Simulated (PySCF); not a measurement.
Se(H)(OSiH3) (H₄OSeSi), SMILES [SiH3]O[SeH]. The structure is a stationary point at r2SCAN-D4/def2-SVP. One conformer was computed; it need not be the lowest.

The numbers are results of r2SCAN-D4/def2-SVP (PySCF), not measurements.

Harmonic wavenumbers (cm⁻¹): 155, 162, 169, 542, 708, 721, 829, 906, 933, 945, 981, 2218, 2228, 2252, 2375. Rotational constants (GHz): 26.40, 2.281, 2.193; symmetry number 1.

Problem. Work out the zero-point energy and the ideal-gas rigid-rotor harmonic-oscillator thermochemistry at 298.15 K and 1 atm.

Solution. ZPE = ½ Σ hcν = ½ × 16123 cm⁻¹ = 23.05 kcal/mol. H − E(el) = 27.01 kcal/mol. Entropy in cal/(mol K): translation 40.43, rotation 25.30, vibration 9.40, total 75.13. G − E(el) = 4.61 kcal/mol. Cp = 18.79 cal/(mol K).
